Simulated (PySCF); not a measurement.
Species: CH₇FO₂Si₂.
Numbering: `[CH3:1][O:2][Si@H:3]([F:4])[O:5][SiH3:6]` (hydrogens: H7, H8, H9 on C1; H10 on Si3; H11, H12, H13 on Si6)

Theory: PBE0-D3(BJ)/def2-SVP geometry optimisation, gas phase in PySCF 2.14.0.

Q: List the bond lengths, angles and torsions at this level.

A: 
```tsv
bond	length (Å)
C1–O2	1.403
O2–Si3	1.641
Si3–F4	1.618
Si3–O5	1.629
O5–Si6	1.670
C1–H7, C1–H8, C1–H9	1.103
Si3–H10	1.475
Si6–H11, Si6–H12, Si6–H13	1.490
```

Bonds in one row agree within 0.01 Å and their mean is given. A selection of angles:
```tsv
angle	degrees
O2–C1–H7	111.7
O2–C1–H9	108.6
H7–C1–H8	108.3
C1–O2–Si3	126.9
O2–Si3–F4	108.1
O2–Si3–O5	107.3
O2–Si3–H10	113.9
F4–Si3–O5	110.0
F4–Si3–H10	107.0
O5–Si3–H10	110.6
Si3–O5–Si6	140.1
O5–Si6–H11	110.3
O5–Si6–H13	107.5
H11–Si6–H12	109.7
```

Torsions: C1–O2–Si3–F4 -51° (synclinal); O2–Si3–O5–Si6 29° (synperiplanar).

Si6 (oxygen-bound silicon) is tetrahedral (angles from 107.5° to 110.3°). Si3 (fluorine-bound silicon) is distorted tetrahedral (angles from 107.0° to 113.9°). The 3 O–Si bonds span 1.629 Å (Si3–O5, drawn single) to 1.670 Å (O5–Si6, drawn single), a spread of 0.041 Å.

Point group: C1 (no symmetry element, even within 0.4 Å). No PBE0-D3(BJ)/def2-SVP frequencies stand behind this structure, so it isn't proved a minimum. The numbers are those of one conformer.

The run took 73 s of wall time on Arm Neoverse V1, one thread (shared host), and the process peaked at 0.52 GiB of memory. That covers the optimisation of the geometry.
